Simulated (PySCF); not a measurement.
**Spin-rotation constants: `[GeH3][GeH2][N]=C`, CH₇Ge₂N**

Geometry (Å), atoms numbered from 1 in this order:
```xyz
11

C    -2.019    0.538    0.569
N    -1.754   -0.397   -0.216
Ge   -0.086   -0.929   -0.773
Ge    1.772    0.292    0.132
H    -3.057    0.754    0.814
H    -1.274    1.187    1.052
H    -0.203   -0.851   -2.273
H    -0.081   -2.399   -0.442
H     1.534    0.805    1.526
H     3.031   -0.509    0.245
H     2.143    1.512   -0.661
```

Computed, not measured: GIAO PBE/pcSseg-1 magnetisability, rotational g tensor and spin-rotation constants, non-relativistic, gas phase (PySCF). Geometry: GFN2-xTB.

The calculation is non-relativistic, which matters for the atoms heavier than Zn.

Give the nuclear spin-rotation constants along the inertial axes (H = +C I·J) beside the isotropic shieldings.

Rotational constants 4.8045, 1.4667, 1.1533 GHz. A star marks the isotopologue with that one atom substituted, in its own axes.
```
atom  isotope  Caa (kHz)  Cbb (kHz)  Ccc (kHz)  mean (kHz)  σ (ppm)
  N2      14N      1.183      0.551      0.017       0.584   -156.3
  H5       1H      0.205     -0.024     -0.105       0.025     22.8
  H6       1H      0.242     -0.029     -0.110       0.034     22.7
  H7       1H     -0.421     -0.056     -0.003      -0.160     26.3
  H8       1H     -0.424     -0.054     -0.003      -0.161     26.3
  H9       1H     -0.424     -0.007     -0.079      -0.170     28.1
 H10       1H     -0.165     -0.083     -0.094      -0.114     28.6
 H11       1H     -0.361     -0.139      0.002      -0.166     28.5
  C1     13C*      2.432      0.605      0.237       1.091     11.4
 Ge3    73Ge*     -1.271     -0.399     -0.380      -0.683   1404.6
 Ge4    73Ge*     -1.103     -0.346     -0.251      -0.567   1691.4
```
For the geometry as given, no vibrational averaging.

How do the rotational constants and the g tensor change when H5, H6, H7, H8, H9, H10, H11 are replaced by deuterium?

Constants 3.8903, 1.3464, 1.0481 GHz; g -0.0335, -0.0219, -0.0080, against -0.0412, -0.0239, -0.0088 before.
